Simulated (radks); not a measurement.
Results of a calculation; reference values are marked as such.
Problem. A nucleus of charge 5.1 with 5 electrons, configuration [He] 2s2 2p1. Level of theory: scalar-relativistic Kohn-Sham, r2SCAN, spin-polarised, spherical densities, finite nucleus; open shells are filled with parallel spins first; meta-GGA in the generalised Kohn-Sham scheme; Fermi nuclear charge, rms radius 2.406 fm (a radial shooting solver on a logarithmic mesh with Libxc functionals). Some entries of the table are withheld. Estimate them.

orbital,occ.,eigenvalue (eV),r(max) (bohr)
1s up,1,-193.4489,0.2062
1s down,1,-193.0807,0.2061
2s up,1,(1),1.470
2s down,1,(2),1.492
2p up,1,-5.0728,1.522
2p down,0,-3.5392,1.587

Solution. 
(1) 2s up eigenvalue (eV): -11.8803
(2) 2s down eigenvalue (eV): -10.1185
